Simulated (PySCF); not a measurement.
# Dipole moment and polarisability of `C[SiH2]S[Si@H](F)[SiH3]`

Species: CH9FSSi3.
Cartesian coordinates in Å at the GFN2-xTB level; atoms count from 1:
```
atom  x, y, z in Å
C1     2.702    0.160   -0.263
Si2    1.424    0.213    1.131
S3     0.086   -1.478    0.996
Si4   -1.205   -1.018   -0.667
F5    -0.276   -0.330   -1.809
Si6   -2.898    0.472   -0.188
H7     2.227    0.210   -1.239
H8     3.396    0.992   -0.186
H9     3.279   -0.761   -0.225
H10    0.598    1.418    1.065
H11    2.012    0.020    2.448
H12   -1.465   -2.325   -1.245
H13   -3.653    0.773   -1.407
H14   -2.404    1.748    0.346
H15   -3.825   -0.086    0.797
```

Level: CAM-B3LYP/def2-SVPD (PySCF), static field, nuclei fixed, core orbitals frozen in the response. The polarisability tensor in these axes (au):

```
x   133.94  -1.85   8.33
y    -1.85 106.18   1.23
z     8.33   1.23 104.28
```

Diagonalise the tensor; give its mean and Δα, where Δα² is half the sum of the squared differences of the eigenvalues.

Principal values 101.50, 106.70 and 136.20 au; mean 114.80 au = 17.01 Å³ = 18.93 × 10⁻⁴⁰ C²·m²/J; Δα = 32.41 au (28 % of the mean).

What is the dipole moment, and where does it point?

(-0.23, 0.89, 0.11) D, 0.93 D in size, pointing from the negative to the positive side. Measured along this direction, the outermost atoms are H12 at the negative end and H14 at the positive end.

Form Σ f/ω² (atomic units) for the 8 lowest TDDFT singlets, given as eV and f, and set it beside the mean polarisability, which is this sum over all singlets: 5.56, 0.0135; 5.95, 0.0431; 6.50, 0.0166; 6.73, 0.0097; 6.96, 0.0414; 7.16, 0.0387; 7.20, 0.0688; 7.39, 0.0140.

They add up to 4.04 au, 3.5 % of the 114.80 au; the largest single term is 0.98 au, from the state at 7.20 eV. Terms in order: 0.32, 0.90, 0.29, 0.16, 0.63, 0.56, 0.98, 0.19 au. Higher excitations give the rest. The strengths listed sum to 0.246.

Find the Langevin capture rate constant for O2+ (31.990 u) meeting this molecule (155.972 u), k = 2.342 × 10⁻⁹ cm³/s × √(α in Å³ / reduced mass in u).

The reduced mass is 26.55 u, so k = 1.87 × 10⁻⁹ cm³/s. The formula leaves out the permanent dipole, which adds to the capture rate.

What would n − 1 = 2πNα be for an ideal gas of these molecules at 400 K and 1 atm, electronic part alone?

N = p/kT = 1.8347 × 10¹⁹ cm⁻³, so n − 1 = 2π × N × 17.01 × 10⁻²⁴ cm³ = 1961 × 10⁻⁶ at long wavelengths, for an ideal gas.

What depolarisation ratio follows for Rayleigh scattering of linearly polarised light, taking the static tensor?

ρ = 3Δα²/(45ᾱ² + 4Δα²) = 3151.5/(593039 + 4202.0) = 0.00528.

Isolated species at its GFN2-xTB geometry (one conformer only).

These values come from a run that also computed excited states. Time: 58 s wall; peak memory 0.98 GiB. Hardware: one thread of an Intel Xeon at 2.70 GHz, shared host with 64 logical CPUs at a one-minute load of 62.
